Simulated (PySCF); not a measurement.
SMILES C=CBC=C (C4H7B), B3LYP/def2-SVP optimised geometry.

```
12

B     -0.69     0.65     0.00
H     -1.24     1.73     0.00
C     -1.57    -0.63     0.00
C     -1.07    -1.89     0.00
H     -2.66    -0.53     0.00
H     -1.72    -2.77     0.00
H      0.00    -2.08    -0.01
C      0.86     0.65     0.00
C      1.56     1.80     0.01
H      1.44    -0.28     0.00
H      2.66     1.83     0.01
H      1.06     2.77     0.01
```

Density from B3LYP/def2-TZVP in PySCF at that geometry.

Minimum of the electron density along straight lines between bonded atoms, close to the bond critical point (lines longer than 1.1 times the sum of covalent radii, or with two minima, are not listed):

| bond | length / Å | ρ at the minimum / e bohr⁻³ | ∇²ρ there / e bohr⁻⁵ | position (fraction from the first atom) |
|---|---|---|---|---|
| B1–H2 | 1.213 | 0.179 | -0.38 | 0.44 |
| B1–C3 | 1.556 | 0.190 | -0.23 | 0.33 |
| C3–C4 | 1.348 | 0.345 | -1.06 | 0.48 |
| C3–H5 | 1.098 | 0.277 | -0.95 | 0.64 |
| C4–H6 | 1.096 | 0.280 | -0.98 | 0.65 |
| C4–H7 | 1.096 | 0.280 | -0.98 | 0.65 |
| B1–C8 | 1.551 | 0.191 | -0.20 | 0.33 |
| C8–C9 | 1.348 | 0.345 | -1.06 | 0.48 |
| C8–H10 | 1.099 | 0.275 | -0.94 | 0.64 |
| C9–H11 | 1.097 | 0.280 | -0.98 | 0.65 |
| C9–H12 | 1.096 | 0.281 | -0.99 | 0.65 |
